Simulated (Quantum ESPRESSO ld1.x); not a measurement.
Values are calculated unless marked as measured or tabulated.
Q: These are the eigenvalues of the occupied orbitals of an atom or ion with whole-number occupations (hartree). Code: ld1.x of Quantum ESPRESSO 7.5. Model: scalar-relativistic Kohn-Sham, relativistic LDA (MacDonald-Vosko exchange, VWN5 correlation), spin-unpolarised, spherical densities, point nucleus.

orbital  eigenvalue
1s         -2236.05
2s         -379.511
2p         -335.042
3s         -85.7540
3p         -72.3129
3d         -55.8694
4s         -17.0388
4p         -12.6153
4d         -6.77403
5s         -2.26770
5p         -1.26319
4f         -0.37442
6s         -0.35014

Which element is it, and in what charge state? The configuration may be excited.

A: Z = 70, ytterbium, charge +1: Yb+ in [Xe] 4f14 6s1. The list shows which subshells hold electrons but not how many an open one holds; the 1s level, -2236.1 hartree, gives Z - s = 66.9 by -(Z - s)^2/2, which with screening and relativity narrows Z to a few neighbours, and the depths of the outer levels then fix element, charge and occupations together.
